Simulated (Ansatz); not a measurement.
Reaction (ligand exchange at the Si–O bond): `CO[SiH](Cl)SC` + HCl → `CS[SiH](Cl)Cl` + CH₃OH

Gas-phase electronic energies from Ansatz, PBE0-D4/def2-TZVP geometries. CCSD(T)/CBS adds triple-zeta CCSD(T) − MP2 to the extrapolated MP2 energy (def2 sets, frozen cores). This one scheme is used for every species. Functionals use def2-TZVPP. B3LYP here is the variant with VWN-RPA as its local correlation; programs differ in this. Each species was taken in one conformer, which may not be the lowest.

| level | ΔE (kJ/mol) | difference from CCSD(T)/CBS |
| --- | --- | --- |
| r2SCAN-D4 | 4.7 | -2.1 |
| PBE | -3.7 | -10.5 |
| PBE0 | -1.8 | -8.6 |
| B3LYP | 6.4 | -0.4 |
| HF/def2-TZVPP | 13.1 | 6.3 |
| HF/def2-QZVPP | 14.1 | 7.3 |
| MP2/def2-QZVPP | 5.3 | -1.5 |
| SCS-MP2/def2-QZVPP | 8.0 | 1.2 |
| HF/CBS(def2) | 14.3 | 7.5 |
| MP2/CBS(def2) | 2.9 | -3.9 |
| CCSD(T)/CBS | 6.8 | 0 |

Largest T1 diagnostic among the species: 0.011.
